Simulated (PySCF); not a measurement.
**Working out the excitation energy of As**

As [Ar] 3d10 4s2 4p3 (4S) → As [Ar] 3d10 4s1 4p3 4d1 (6D). All numbers are calculated (PySCF 2.14, scalar relativity through the core potential, in aug-cc-pVTZ-PP with ECP10MDF (6s5p4d2f, 55 functions)). Frozen: 3s2 3p6 3d10. Energies in hartree (1 hartree = 27.21139 eV):

```json
{"part": "UHF", "As (lower)": "-331.210176", "As (upper)": "-330.730263"}
{"part": "CCSD correlation", "As (lower)": "-0.086353", "As (upper)": "-0.032903"}
{"part": "(T)", "As (lower)": "-0.002966", "As (upper)": "-0.000496"}
```

**Question.** What does Hartree-Fock give?

**Answer.** (-330.730263) − (-331.210176) = 0.479913 hartree = 13.059 eV.

**Question.** What do CCSD and CCSD(T) give?

**Answer.** The CCSD correlation energies differ by 0.053450 hartree = 1.454 eV and the triples by 0.002470 hartree = 0.067 eV, so CCSD gives 14.513 eV and CCSD(T) 14.580 eV.

The upper state lies above the first ionisation limit, but in LS coupling its spin forbids autoionisation to the ground ion.
